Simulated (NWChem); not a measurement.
# Convergence test for MgSe (space group R3m)

```
MgSe
1.0
    0.00000     2.73373     2.73373
    2.73373     0.00000     2.73373
    2.73373     2.73373     0.00000
Mg Se
1 1
Direct
  0.00000   0.00000   0.00000
  0.50549   0.50549   0.50549
```

Program: NWChem. Origin of the cell: Materials Project cell, not relaxed here. One atom is moved off its symmetric site.

Norm-conserving pseudopotentials with valence charges Mg 2, Se 6, fixed occupations, no spin-orbit coupling, density cut at twice the wavefunction cutoff.

The filled d shells of Se are in the core.

Level: LDA (Vosko), Troullier-Martins; cutoff 25 Ha. Even meshes are shifted off Γ, odd ones hold it, so the gap on the mesh jumps between them.

| k mesh | E − E(last row) (meV/atom) | gap on the mesh (eV) | rough relative cost |
|---|---|---|---|
| 1×1×1 | 6149.6 | 1.69 | 1 |
| 2×2×2 | 42.5 | 3.51 | under 3 |
| 3×3×3 | 161.3 | 2.25 | 7 |
| 4×4×4 | 0.3 | 2.27 | 10 |
| 5×5×5 | 10.5 | 1.91 | 30 |
| 6×6×6 | 0.0 | not printed | 50 |

The cheapest setting from which the total energy stays within 5 meV/atom of the last row is 6×6×6, the last row itself, so the sweep doesn't show convergence to that level.
